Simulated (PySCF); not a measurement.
B(CCH)3 (C6H3B), SMILES C#CB(C#C)C#C. Coordinates come from a PBE-D3(BJ)/def2-SVP optimisation.

Computed equilibrium geometry at PBE-D3(BJ)/def2-SVP (PySCF confirms it by a frequency run) as bond lengths and angles, and its point group:
point group D3h.
Atoms: B1 C2 C3 H4 C5 C6 H7 C8 C9 H10. Bond lengths (Å): B1–C2 1.525, B1–C5 1.525, B1–C8 1.525, C2–C3 1.231, C3–H4 1.082, C5–C6 1.231, C6–H7 1.082, C8–C9 1.231, C9–H10 1.082. Bond angles (°): C2–B1–C5 120.0, C2–B1–C8 120.0, C5–B1–C8 120.0, B1–C2–C3 180.0, C2–C3–H4 180.0, B1–C5–C6 180.0, C5–C6–H7 180.0, B1–C8–C9 180.0, C8–C9–H10 180.0.
Charge 0, spin multiplicity 1.
